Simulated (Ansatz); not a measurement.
`[SH][Zr]([Cl])([Cl])[Cl]` and `[F][Zr]([SH])([Cl])[Cl]` differ in one atom or group.

Ansatz, PBE0-D4/def2-TZVP geometries, multiplicity 1. Each molecule was computed in one conformer, which needn't be the lowest.

Elements past krypton have def2 core potentials.

```csv
property,`[SH][Zr]([Cl])([Cl])[Cl]`
size of the dipole moment (ωB97M-V/def2-TZVPP) / D,0.60
size of the dipole moment (PBE/def2-TZVPP) / D,0.63
HOMO energy (ωB97M-V/def2-TZVPP) / eV,-10.41
HOMO–LUMO gap (B3LYP/def2-TZVPP) / eV,5.11
size of the dipole moment (B3LYP/def2-TZVPP) / D,0.64
HOMO energy (B3LYP/def2-TZVPP) / eV,-8.02
```

What does the change do to each property? (An estimate is asked.)

Computed: 
```tsv
property	`[F][Zr]([SH])([Cl])[Cl]`	shift
size of the dipole moment (ωB97M-V/def2-TZVPP) / D	0.95	0.35
size of the dipole moment (PBE/def2-TZVPP) / D	0.99	0.36
HOMO energy (ωB97M-V/def2-TZVPP) / eV	-10.40	0.01
HOMO–LUMO gap (B3LYP/def2-TZVPP) / eV	5.40	0.29
size of the dipole moment (B3LYP/def2-TZVPP) / D	0.95	0.31
HOMO energy (B3LYP/def2-TZVPP) / eV	-8.02	0.00
```

Dipoles are sizes alone; their direction can turn.

B3LYP here is the variant with VWN-RPA as its local correlation; programs differ in this.
